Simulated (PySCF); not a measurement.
**Telling isomers of C$_{9}$H$_{7}$F$_{3}$ apart by NMR**

[PySCF: geometry from GFN2-xTB; shielding tensors at PBE0/pcSseg-1 (GIAO); single conformer; in vacuum; rapidly exchanging positions averaged; no relativistic terms]

δ = σ(ref) − σ, references computed at the same level: 1H (σ = 31.72 ppm), 13C (σ = 186.93 ppm) against TMS. Splittings of carbon signals by F and P are missing where no couplings were computed. Where no couplings were computed, multiplicities follow the n + 1 count of equivalent neighbours, and m marks all less simple cases (inequivalent or close neighbours, rings, F or P nearby). Shifts are as computed. Against solution values, carbons near 30 ppm lie about +3 ppm off and those near 130 ppm about +5 ppm (rms about the fit 2.1 ppm; single classes can miss by 10 ppm). Of 1328 compounds with measured shifts, 309 miss one by over three times the rms of a fit or turn the order of signals round; such compounds aren't used in these exercises. Signals without a measured value on file couldn't be tested in this way; 1H shifts scatter by 0.2 ppm about their fit, and single ones miss by 0.5 ppm.

(1) Tabulate the signals of `C=C(F)/C=C1/C(=C)C(F)=C1CF`, `C=C1C=CC=CC(C(F)(F)F)=C1` and their relative energies.

(2) What is the quickest way to tell C=C(F)/C=C1/C(=C)C(F)=C1CF from C=C1C=CC=CC(C(F)(F)F)=C1?

Answers

(1) 
```json
{"SMILES": "C=C(F)/C=C1/C(=C)C(F)=C1CF", "carbon types": "5×C 1×CH 3×CH2", "δC": "174.8, 172.5, 151.7, 143.4, 140.9, 107.9, 100.3, 98.2, 83.6", "δH": "5.77 (m, 1H), 5.72 (m, 2H), 5.16 (m, 1H), 5.02 (m, 1H), 5.01 (m, 1H), 4.70 (m, 1H)", "E rel. (kcal/mol)": "47.3"}
{"SMILES": "C=C1C=CC=CC(C(F)(F)F)=C1", "carbon types": "3×C 5×CH 1×CH2", "δC": "151.6, 148.4, 146.9, 140.8, 136.0, 135.5, 134.2, 133.2, 123.1", "δH": "6.60 (m, 1H), 6.11 (d, 1H), 5.97 (m, 1H), 5.95 (m, 1H), 5.69 (m, 1H), 4.91 (m, 1H), 4.88 (m, 1H)", "E rel. (kcal/mol)": "0.0"}
```

Energies are electronic energies at PBE0/pcSseg-1 on these geometries, without zero-point or thermal terms, each for the one conformer computed, which needn't be the lowest.

(2) Both give the same number of carbon signals, but DEPT or the intensities differ. The first has an allylic sp3 CH2 bonded to F at 83.6 ppm, the second an alkene CH at 148.4 ppm. Their most deshielded carbons lie at 174.8 and 151.6 ppm. In the proton spectra the most deshielded non-exchanging signals are 5.77 (m, 1H) and 6.60 (m, 1H).
